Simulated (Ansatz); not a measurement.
`OBC(F)S` and `F[CH](S)[AlH][SiH3]` differ in one atom or group.

Ansatz, PBE0-D4/def2-TZVP geometries, multiplicity 1. Each molecule was computed in one conformer, which needn't be the lowest.

```tsv
property	`OBC(F)S`
HOMO energy (B3LYP/def2-TZVPP) / eV	-7.42
HOMO–LUMO gap (PBE/def2-TZVPP) / eV	4.62
LUMO energy (PBE0/def2-TZVPP) / eV	-0.80
HOMO–LUMO gap (PBE0/def2-TZVPP) / eV	6.87
zero-point energy (PBE0-D4/def2-TZVP) / kJ/mol	151.4
HOMO–LUMO gap (B3LYP/def2-TZVPP) / eV	6.36
```

(1) What does the change do to each property? (Best estimate.)

Answers

(1) Ansatz gave: 
```csv
property,`F[CH](S)[AlH][SiH3]`,shift
HOMO energy (B3LYP/def2-TZVPP) / eV,-7.20,0.22
HOMO–LUMO gap (PBE/def2-TZVPP) / eV,4.29,-0.33
LUMO energy (PBE0/def2-TZVPP) / eV,-1.18,-0.38
HOMO–LUMO gap (PBE0/def2-TZVPP) / eV,6.23,-0.64
zero-point energy (PBE0-D4/def2-TZVP) / kJ/mol,157.9,6.5
HOMO–LUMO gap (B3LYP/def2-TZVPP) / eV,5.87,-0.49
```

With PBE0 the HOMO rises by 0.26 eV and the LUMO falls by 0.38 eV, so the gap narrows by about 0.64 eV. PBE moves the HOMO by 0.20 eV and ωB97M-V by 0.38 eV. The zero-point energy changes by 6.5 kJ/mol with +6 modes.

B3LYP here is the variant with VWN-RPA as its local correlation; programs differ in this.
